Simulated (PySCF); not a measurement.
## SMILES O=CC1=CC=C([SiH3])[SiH2]1, C₅H₈OSi₂

Geometry:
| atom | x (Å) | y (Å) | z (Å) |
| --- | --- | --- | --- |
| O1 | -3.657 | 0.999 | 0.078 |
| C2 | -2.977 | 0.131 | 0.573 |
| C3 | -1.535 | 0.006 | 0.367 |
| C4 | -0.771 | -0.969 | 0.921 |
| C5 | 0.665 | -0.943 | 0.605 |
| C6 | 1.119 | 0.046 | -0.211 |
| Si7 | 2.903 | 0.231 | -0.717 |
| Si8 | -0.392 | 1.088 | -0.659 |
| H9 | -3.433 | -0.650 | 1.237 |
| H10 | -1.182 | -1.748 | 1.575 |
| H11 | 1.317 | -1.715 | 1.033 |
| H12 | 3.032 | 0.151 | -2.204 |
| H13 | 3.720 | -0.854 | -0.091 |
| H14 | 3.431 | 1.561 | -0.284 |
| H15 | -0.692 | 1.078 | -2.120 |
| H16 | -0.290 | 2.496 | -0.176 |

Method used: quadratic response CAM-B3LYP/aug-cc-pVDZ first hyperpolarisability, Taylor convention, gas phase in PySCF 2.14.0. Geometry: PBE0-D3(BJ)/def2-SVP.

Give the tensor of the second harmonic β(−2ω;ω,ω) at 1064 nm in the axes of these coordinates.

In au, Taylor convention; rows are the first index (the induced dipole):
```
       xx     yy     zz     xy      xz     yz
x  +553.1  -39.3   -3.6  +14.3  -143.3  -12.1
y   +15.6  +59.7  +46.5  -36.6   -11.6  -62.4
z  -143.5  -62.2  +11.2  -11.4    -0.3  +46.0
```
Norm of βᵢ = ⅓ Σⱼ (βᵢⱼⱼ + βⱼᵢⱼ + βⱼⱼᵢ): 562.8 au, hyper-Rayleigh value 248.3 au.
